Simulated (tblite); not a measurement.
Compound: Ge₂H₁₁NSi₂.
Structure used (GFN2-xTB), in Å, numbered top down from 1:
```xyz
16
Ge2H11NSi2 angstrom
Si    -1.5647    1.4989   -0.0258
N     -0.8928   -0.0448   -0.4528
Si    -1.4403   -1.5139    0.2948
Ge     0.8246   -0.0647   -1.1184
Ge     2.4774    0.0680    0.5897
H     -1.1406    2.4422   -1.0644
H     -3.0149    1.3310    0.0006
H     -1.0659    1.9492    1.2834
H     -0.8073   -1.7009    1.6110
H     -2.8891   -1.4033    0.4311
H     -1.0488   -2.6084   -0.5985
H      0.8947    1.0851   -2.1036
H      0.9248   -1.3385   -1.9345
H      2.3138    1.2328    1.5260
H      2.5442   -1.1343    1.4894
H      3.8771    0.2107    0.0605
```

Level: GFN2-xTB in tblite, geometry and Hessian alike; calculated harmonic values, unscaled, isolated species. Against measured fundamentals such values can be off by several per cent, at times by over 20. Modes of hydrogen on germanium and silicon can be 10 to 20 % off. One conformer, not necessarily the lowest. The optimisation stopped once no atom felt more than 0.01 eV/Å.

Lowest wavenumbers of the output (negative numbers stand for imaginary wavenumbers):
```
mode    cm-1
  1     -32.7
  2      28.1
  3      59.8
  4      80.2
  5      85.7
  6     181.0
  7     187.7
  8     192.2
  9     256.3
 10     314.1
 11     386.1
 12     411.6
 13     444.1
 14     552.2
 15     570.5
```

Is this structure a minimum?

Not by this Hessian. 1 mode is imaginary beyond 20i (33i cm⁻¹), so at this level the point lies at or near a first-order saddle. The curvature is small, so loose convergence or finite differences may be the whole cause.

Which atoms move in the imaginary mode?

33i: H14 (Ge–H hydrogen) 33 %, H15 (Ge–H hydrogen) 31 %, H16 (Ge–H hydrogen) 30 %. These are shares of the mass-weighted motion.

What is the remedy?

Step along that mode in both directions, optimise again with tighter thresholds and repeat the frequencies. The zero-point energy of this point (55.8 kcal/mol) counts the 41 real modes alone, and thermal corrections from it aren't those of a minimum.
